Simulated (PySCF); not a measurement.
Polarisability and C₆ of Cu⁺ (copper, charge +1)

[Ar] 3d10, closed-shell 1S. Computed with PySCF 2.14 in aug-cc-pVTZ-PP with ECP10MDF (6s6p5d3f2g, 88 functions), with a scalar-relativistic core potential. Coupled (time-dependent) response in atomic units; α is the mean over directions.

```json
{"method": "UHF", "mean α (bohr³)": "4.794", "C₆ (like pair)": "14.53", "S(−4)": "17.68"}
{"method": "PBE", "mean α (bohr³)": "7.072", "C₆ (like pair)": "21.35", "S(−4)": "57.39"}
{"method": "PBE0", "mean α (bohr³)": "6.227", "C₆ (like pair)": "18.91", "S(−4)": "38.81"}
{"method": "HSE06", "mean α (bohr³)": "6.262", "C₆ (like pair)": "19.07", "S(−4)": "39.05"}
{"method": "r2SCANh", "mean α (bohr³)": "6.554", "C₆ (like pair)": "20.07", "S(−4)": "43.81"}
```

S(−4) is the Cauchy moment in α(ω) = α(0) + S(−4) ω² + …

α(iu) at r2SCANh:

```json
{"u (hartree)": "0", "α(iu) (bohr³)": "6.554"}
{"u (hartree)": "0.0500", "α(iu) (bohr³)": "6.448"}
{"u (hartree)": "0.100", "α(iu) (bohr³)": "6.157"}
{"u (hartree)": "0.200", "α(iu) (bohr³)": "5.308"}
{"u (hartree)": "0.300", "α(iu) (bohr³)": "4.482"}
{"u (hartree)": "0.500", "α(iu) (bohr³)": "3.365"}
{"u (hartree)": "0.750", "α(iu) (bohr³)": "2.616"}
{"u (hartree)": "1.00", "α(iu) (bohr³)": "2.163"}
{"u (hartree)": "1.50", "α(iu) (bohr³)": "1.584"}
{"u (hartree)": "2.00", "α(iu) (bohr³)": "1.207"}
{"u (hartree)": "3.00", "α(iu) (bohr³)": "0.7628"}
{"u (hartree)": "5.00", "α(iu) (bohr³)": "0.3859"}
```

A single London oscillator, α(iu) = α/(1 + u²/ω²), gives C₆ = (3/4) ω α². Matching the computed C₆ needs ω = 4 × 20.07 / (3 × 6.554²) = 0.623 hartree.

For an ion, C₆ is the dispersion term alone; charge-induced terms of lower order in 1/R come first.

Energies and moments cover only the electrons outside the core potential.
